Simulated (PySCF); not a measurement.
Species: C5H8O2.
Numbering: `[CH3:1][C:2](=[O:3])/[CH:4]=[C:5](/[CH3:6])[OH:7]` (hydrogens: H8, H9, H10 on C1; H11 on C4; H12, H13, H14 on C6; H15 on O7)

Structure used (PBE0-D3(BJ)/def2-SVP), in Å, numbered top down from 1:
```
atom  x, y, z in Å
C1     2.519   -0.404   -0.394
C2     1.235    0.354   -0.212
O3     1.240    1.597   -0.273
C4     0.019   -0.377    0.023
C5    -1.161    0.316    0.179
C6    -2.478   -0.336    0.421
O7    -1.199    1.621    0.121
H8     3.356    0.301   -0.476
H9     2.466   -1.017   -1.308
H10    2.687   -1.091    0.448
H11    0.026   -1.465    0.076
H12   -3.173   -0.071   -0.390
H13   -2.913    0.051    1.355
H14   -2.389   -1.427    0.483
H15   -0.230    1.903   -0.050
```

Method: core-valence-separated Tamm–Dancoff BHandHLYP/aug-pcX-1 (pcseg-1 on H) in PySCF, non-relativistic, gas phase, PBE0-D3(BJ)/def2-SVP geometry.

Computed oxygen K-edge spectrum, Gaussian lines of 0.8 eV full width, highest printed point 100; it ends one width below the last computed root. BHandHLYP without relativity tends to put these K edges a few eV too low, so spacings mean more than positions.

photon energy (eV), absorption and a bar:
```
    528.0          1 
    528.2          4 #
    528.4         15 ####
    528.6         40 ############
    528.8         75 #######################
    529.0        100 ##############################
    529.2         94 ############################
    529.4         63 ###################
    529.6         29 #########
    529.8         10 ###
    530.0          2 #
    530.2          1 
    530.4          1 
    530.6          5 #
    530.8         14 ####
    531.0         32 ##########
    531.2         51 ###############
    531.4         56 #################
    531.6         44 #############
    531.8         25 #######
    532.0         10 ###
    532.2          3 #
    532.4          1 
    532.6          0 
    532.8          0 
    533.0          0 
    533.2          0 
    533.4          0 
    533.6          1 
    533.8          4 #
    534.0          9 ###
    534.2         15 ####
    534.4         20 ######
```

Task: Where are the maxima, and which lines make them up?

Result: 2 maxima:
- 529.1 eV: O3 (ketone oxygen), 529.07 eV, f = 0.039, 1s→π*, 100 % of the height at the exact maximum
- 531.4 eV: O7 (enol oxygen), 531.36 eV, f = 0.022, 100 % of the height at the exact maximum

Roots within 0.03 eV on the same or equivalent atoms count as one line; shares under 12 % aren't listed.

Vibrational structure and lifetime widths aren't in the curve. The ionisation threshold wasn't computed; near and above it a finite basis only mimics Rydberg series and continuum.

The run took 25 s of wall time on one thread of an Arm Neoverse V1, shared host with 64 logical CPUs at a one-minute load of 20, and the process peaked at 1.1 GiB of memory.

One conformer stands for the species.
